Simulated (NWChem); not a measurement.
System: AlH$_{3}$S; SMILES [AlH2][SH]

Output (shortened):

```
             Northwest Computational Chemistry Package (NWChem) 7.3.0
             --------------------------------------------------------

 CS  symmetry detected

                             Geometry "geometry" -> ""
                             -------------------------

 Output coordinates in angstroms (scale by  1.889725989 to convert to a.u.)

  No.       Tag          Charge          X              Y              Z
 ---- ---------------- ---------- -------------- -------------- --------------
    1 Al                  13.0000     0.01736261    -1.11970679     0.00000000
    2 H                    1.0000     1.42279290    -1.84700281     0.00000000
    3 H                    1.0000    -1.38427135    -1.85950451     0.00000000
    4 S                   16.0000     0.06352665     1.06592632     0.00000000
    5 H                    1.0000    -1.28066186     1.20787448     0.00000000

 Effective nuclear repulsion energy (a.u.)      73.6006027760

      Symmetry information
      --------------------

 Group name             Cs
 Group number              2
 Group order               2
 No. of unique centers     5

                                 NWChem DFT Module
                                 -----------------

 Summary of "ao basis" -> "ao basis" (spherical)
 ------------------------------------------------------------------------------
       Tag                 Description            Shells   Functions and Types
 ---------------- ------------------------------  ------  ---------------------
 Al                         def2-svp                 8       18   4s3p1d
 H                          def2-svp                 3        5   2s1p
 S                          def2-svp                 8       18   4s3p1d

      Symmetry analysis of basis
      --------------------------

        a'         38
        a"         13

            General Information
            -------------------
          SCF calculation type: DFT
          Wavefunction type:  closed shell.
          No. of atoms     :     5
          No. of electrons :    32
           Alpha electrons :    16
            Beta electrons :    16
          Charge           :     0
          Spin multiplicity:     1
          Use of symmetry is: on ; symmetry adaption is: on
          Maximum number of iterations: 150
          AO basis - number of functions:    51
                     number of shells:    25
          Convergence on energy requested:  1.00D-06
          Convergence on density requested:  1.00D-05
          Convergence on gradient requested:  5.00D-04

              XC Information
              --------------
                        M06-L Method XC Functional
                         M06-L Exchange Functional  1.000
                       M06-L Correlation Potential  1.000

             Grid Information
             ----------------
          Grid used for XC integration:  medium
          Radial quadrature: Mura-Knowles
          Angular quadrature: Lebedev.
          Tag              B.-S. Rad. Rad. Pts. Rad. Cut. Ang. Pts.
          ---              ---------- --------- --------- ---------
          Al                  1.25       88           9.0       590
          H                   0.35       45          11.0       434
          S                   1.00       88          10.0       590
          Grid pruning is: on
          Number of quadrature shells:   311
          Spatial weights used:  Erf1

      Superposition of Atomic Density Guess
      -------------------------------------

 Sum of atomic energies:        -640.63657269

      Non-variational initial energy
      ------------------------------

 Total energy =    -640.948876
 1-e energy   =   -1033.784958
 2-e energy   =     319.235479
 HOMO         =      -0.338238
 LUMO         =       0.003367

      Symmetry analysis of molecular orbitals - initial
      -------------------------------------------------

  Numbering of irreducible representations:

     1 a'          2 a"

  Orbital symmetries:

     1 a'          2 a'          3 a'          4 a'          5 a'
     6 a"          7 a'          8 a'          9 a'         10 a"
    11 a'         12 a'         13 a'         14 a'         15 a'
    16 a"         17 a"         18 a'         19 a'         20 a'
    21 a'         22 a'         23 a'         24 a'         25 a"
    26 a'

     ---------------------------------------------
      Total Density - Mulliken Population Analysis
     ---------------------------------------------

    Atom       Charge   Shell Charges
 -----------   ------   -------------------------------------------------------
    1 Al  13    12.22   2.00  1.99  0.93  0.19  5.93  0.61  0.46  0.10
    2 H    1     1.21   0.71  0.49  0.01
    3 H    1     1.21   0.71  0.50  0.01
    4 S   16    16.58   2.00  1.99  1.21  0.63  5.94  1.85  2.93  0.02
    5 H    1     0.78   0.57  0.18  0.03

   convergence    iter        energy       DeltaE   RMS-Dens  Diis-err
 ---------------- ----- ----------------- --------- --------- ---------
 d= 0,ls=0.0,diis     1   -642.2287942599 -7.16D+02  1.43D-02  1.35D-01
 d= 0,ls=0.0,diis     2   -642.2275106109  1.28D-03  9.65D-03  1.30D-01
 d= 0,ls=0.0,diis     3   -642.2446242093 -1.71D-02  3.58D-03  1.47D-02
 d= 0,ls=0.0,diis     4   -642.2476299610 -3.01D-03  1.58D-03  1.08D-03
 d= 0,ls=0.0,diis     5   -642.2479268684 -2.97D-04  1.13D-03  3.66D-04
  Resetting Diis
 d= 0,ls=0.0,diis     6   -642.2480134452 -8.66D-05  1.27D-04  1.87D-05
 d= 0,ls=0.0,diis     7   -642.2480169097 -3.46D-06  6.48D-05  2.32D-06
 d= 0,ls=0.0,diis     8   -642.2480169162 -6.45D-09  3.07D-05  2.33D-06
 d= 0,ls=0.0,diis     9   -642.2480172283 -3.12D-07  3.89D-06  1.91D-08

         Total DFT energy =     -642.248017228270
      One electron energy =    -1035.414240054958
           Coulomb energy =      365.039228870662
    Exchange-Corr. energy =      -45.473608819971
 Nuclear repulsion energy =       73.600602775996

 Numeric. integr. density =       32.000003517610

                  Occupations of the irreducible representations
                  ----------------------------------------------

                     irrep           alpha         beta
                     --------     --------     --------
                     a'               13.0         13.0
                     a"                3.0          3.0

                       DFT Final Molecular Orbital Analysis
                       ------------------------------------

 Vector   14  Occ=2.000000D+00  E=-2.895569D-01  Symmetry=a'
              MO Center=  5.4D-01, -1.2D+00, -2.3D-16, r^2= 3.1D+00
   Bfn.  Coefficient  Atom+Function         Bfn.  Coefficient  Atom+Function
  ----- ------------  ---------------      ----- ------------  ---------------
    19      0.367460  2 H  s                 20      0.254506  2 H  s
     8      0.236051  1 Al px                40      0.228260  4 S  py
    24     -0.192361  3 H  s                 37      0.180862  4 S  py
     5     -0.142589  1 Al px                11      0.132734  1 Al px
    25     -0.132926  3 H  s                  9     -0.115500  1 Al py

 Vector   15  Occ=2.000000D+00  E=-2.794287D-01  Symmetry=a'
              MO Center= -3.5D-01,  7.3D-03, -5.5D-16, r^2= 3.7D+00
   Bfn.  Coefficient  Atom+Function         Bfn.  Coefficient  Atom+Function
  ----- ------------  ---------------      ----- ------------  ---------------
    40      0.416634  4 S  py                37      0.317442  4 S  py
    24      0.279798  3 H  s                 25      0.239397  3 H  s
    34      0.182222  4 S  py                 9     -0.176692  1 Al py
    39      0.158262  4 S  px                32      0.153433  4 S  s
    31      0.127410  4 S  s                 36      0.123606  4 S  px

 Vector   16  Occ=2.000000D+00  E=-2.491413D-01  Symmetry=a"
              MO Center=  3.6D-02,  8.8D-01,  1.2D-15, r^2= 1.7D+00
   Bfn.  Coefficient  Atom+Function         Bfn.  Coefficient  Atom+Function
  ----- ------------  ---------------      ----- ------------  ---------------
    41      0.617898  4 S  pz                38      0.426448  4 S  pz
    35      0.245246  4 S  pz                13      0.120790  1 Al pz
    10      0.110777  1 Al pz                 7     -0.062691  1 Al pz
    15      0.052946  1 Al d -1              43     -0.030192  4 S  d -1

 Vector   17  Occ=0.000000D+00  E=-5.829098D-02  Symmetry=a"
              MO Center=  1.4D-02, -1.0D+00,  3.3D-14, r^2= 3.8D+00
   Bfn.  Coefficient  Atom+Function         Bfn.  Coefficient  Atom+Function
  ----- ------------  ---------------      ----- ------------  ---------------
    13      0.721195  1 Al pz                10      0.409370  1 Al pz
    41     -0.328670  4 S  pz                 7     -0.204532  1 Al pz
    38     -0.160897  4 S  pz                35     -0.091550  4 S  pz
    43     -0.049145  4 S  d -1

 Vector   18  Occ=0.000000D+00  E= 8.534116D-03  Symmetry=a'
              MO Center= -5.1D-01,  6.1D-01, -8.6D-16, r^2= 4.0D+00
   Bfn.  Coefficient  Atom+Function         Bfn.  Coefficient  Atom+Function
  ----- ------------  ---------------      ----- ------------  ---------------
    48      1.030303  5 H  s                 32     -0.823414  4 S  s
    39      0.682729  4 S  px                25      0.582038  3 H  s
    11      0.487214  1 Al px                12      0.423684  1 Al py
     3     -0.394853  1 Al s                 47      0.367653  5 H  s
    36      0.214352  4 S  px                31     -0.168876  4 S  s

[...]
```

Level: M06-L/def2-SVP. Structure relaxed at the PBE0/def2-SVP level.

Task: Which NWChem input produces such a log?

Result: One answer among several that fit: the input that was run:
```
start job
memory heap 200 mb stack 900 mb global 1100 mb
geometry units angstroms noautoz
  Al     0.138606    -1.155219     0.054463
  H      1.349849    -2.007715    -0.502614
  H     -1.299145    -1.734423     0.385028
  S      0.524938     0.972401     0.375561
  H     -0.720223     1.247508     0.823760
end
basis spherical
  * library def2-svp
end
dft
  xc m06-l
  iterations 150
  mulliken
end
task dft energy
```
